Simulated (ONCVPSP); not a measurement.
**Cu, ONCV: configuration errors across variants**

```json
{
 "Element": "copper",
 "Generator": "ONCVPSP 4.0.1",
 "Type": "optimised norm-conserving Vanderbilt (ONCV)",
 "Functional": "LDA (Perdew-Wang 92)",
 "Relativity": "scalar-relativistic",
 "Frozen core": "[Ne]",
 "Valence charge": "19",
 "Reference configuration": "3s2 3p6 3d9 4s2",
 "Partial waves": "3s+4s: rc 0.95 bohr, ncon 3, nbas 7, qcut 16.3 1/bohr, 3 projectors, debl 3.3 Ha; 3p: rc 0.70 bohr, ncon 3, nbas 6, qcut 13.1 1/bohr, 3 projectors, debl 1.6 Ha; 3d: rc 1.10 bohr, ncon 4, nbas 8, qcut 15.6 1/bohr, 2 projectors, debl 4 Ha",
 "Local potential": "polynomial inside 0.65 bohr (lpopt 2, dvloc0 0 Ha)",
 "Core correction": "polynomial model core, fcfact 0.5"
}
```

In the p channel the program set the typed energies aside and used -2.836, 0.250, 1.850 Ha.

All-electron excitation energies from the reference (eV): (1) 3s2 3p6 3d10 4s1 -2.012; (2) 3s2 3p6 3d10 4s0 6.417; (3) 3s2 3p6 3d9 4s0 28.106; (4) 3s2 3p5 3d10 4s1 77.456.

3 further variants failed, have other tests or another functional or relativity, and are left out.

A true bound ghost makes a file unfit for plane-wave use even where its test errors are small: the radial tests pick states by their node count and pass the ghost by.

Errors AE − PS in meV (a dash: test not solved or not reliable):

| change | (1) | (2) | (3) | (4) | bound ghosts | GHOST(+) flags above zero |
| --- | --- | --- | --- | --- | --- | --- |
| base | +3.0 | +9.7 | +1.8 | +34 | p | s, p |
| s: nproj 2 | +3.0 | +9.7 | +1.8 | +34 | p | p |
| s: qcut 15.9; p: qcut 12.7; d: qcut 15.2 | +3.2 | +10 | +2.0 | +32 | p | s |
| s: rc 1.24 | +2.9 | +9.6 | +1.4 | +33 | p | p |
| local potential polynomial inside 0.55 bohr (lpopt 5, dvloc0 0 Ha) | +3.0 | +9.7 | +1.8 | +33 | p | s |
| local potential polynomial inside 0.65 bohr (lpopt 2, dvloc0 4.5 Ha) | +3.0 | +9.8 | +1.9 | +34 | p | p |
| core correction polynomial model core, fcfact 0.44 | +3.0 | +9.7 | +1.8 | +34 | p | s, p |

(1) Give the same row for: s: nbas 8.

## Answers

(1) +3.0, +9.7, +1.9, +34; bound ghosts: p; GHOST(+) flags above zero: s, p.
